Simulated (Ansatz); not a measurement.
Ansatz (an electronic-structure program) input:

Ansatz 0.2 input:
```yaml
crystal:
  periodic: [false, false, false]
  atoms:
    - {symbol: C, position_ang: [3.21166938, 0.17924526, 0.07799400]}
    - {symbol: C, position_ang: [1.89764241, -0.39947063, 0.45265236]}
    - {symbol: C, position_ang: [0.70502449, 0.29178037, -0.21188316]}
    - {symbol: C, position_ang: [-0.63980834, -0.29134089, 0.21282498]}
    - {symbol: C, position_ang: [-1.81895708, 0.39612821, -0.45962713]}
    - {symbol: O, position_ang: [-3.07980382, -0.10230877, -0.02462939]}
    - {symbol: H, position_ang: [4.12742813, -0.37721142, 0.22225063]}
    - {symbol: H, position_ang: [3.29227621, 1.21391540, -0.22884692]}
    - {symbol: H, position_ang: [1.76273719, -0.34989181, 1.54643783]}
    - {symbol: H, position_ang: [1.88061214, -1.47078925, 0.21902992]}
    - {symbol: H, position_ang: [0.81247329, 0.22236200, -1.29888475]}
    - {symbol: H, position_ang: [0.73207068, 1.35925768, 0.03140783]}
    - {symbol: H, position_ang: [-0.75981111, -0.21127740, 1.29716855]}
    - {symbol: H, position_ang: [-0.66477198, -1.36138880, -0.02754504]}
    - {symbol: H, position_ang: [-1.72645105, 0.31792553, -1.55103922]}
    - {symbol: H, position_ang: [-1.82631194, 1.45890517, -0.21041638]}
    - {symbol: H, position_ang: [-3.12524629, -1.04139109, -0.23429373]}
basis:
  gaussian:
    orbitals: def2-TZVPD
hamiltonian:
  xc: {name: wB97X-V}
magnetization: {spin_polarized: true, initial_magnetization: 1}
output: {forces: true}
```

Task: What final total energy does it print?

Result: -272.33202 Eh (wB97X-V/def2-TZVPD). The basis has 324 functions.

It need not be the lowest isomer of its formula.
